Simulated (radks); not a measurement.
Problem. Species: Nd III. Configuration: [Xe] 4f4 (the NIST ground configuration). Method: Dirac Kohn-Sham, PBEsol, spin-unpolarised, spherical densities, finite nucleus; open shells are shared between the two j in proportion to 2j + 1; Fermi nuclear charge, rms radius 4.9123 fm; computed with a radial shooting solver on a logarithmic mesh with Libxc functionals. Some entries of the table are withheld. Estimate them.

orbital     occ.  eigenvalue (hartree)  r(max) (bohr)
1s1/2          2             -1593.126        0.01510
2s1/2          2             -257.9764        0.08568
2p1/2          2             -244.1303        0.06509
2p3/2          4             -225.0311        0.07054
3s1/2          2             -56.32707         0.2441
3p1/2          2             -50.40832         0.2309
3p3/2          4             -46.59624         0.2426
3d3/2          4             -36.27434         0.1941
3d5/2          6             -35.44994         0.1974
4s1/2          2             -11.56964         0.5656
4p1/2          2              -9.33616            (1)
4p3/2          4              -8.50792            (2)
4d3/2          4                   (3)         0.6142
4d5/2          6                   (4)         0.6225
5s1/2          2              -1.96204          1.321
5p1/2          2                   (5)          1.448
5p3/2          4                   (6)          1.521
4f5/2    1.71429              -0.54467            (7)
4f7/2    2.28571              -0.52962            (8)

Solution. 
(1) 4p1/2 r(max) (bohr): 0.5730
(2) 4p3/2 r(max) (bohr): 0.5981
(3) 4d3/2 eigenvalue (hartree): -4.83554
(4) 4d5/2 eigenvalue (hartree): -4.68929
(5) 5p1/2 eigenvalue (hartree): -1.36453
(6) 5p3/2 eigenvalue (hartree): -1.25150
(7) 4f5/2 r(max) (bohr): 0.6606
(8) 4f7/2 r(max) (bohr): 0.6658
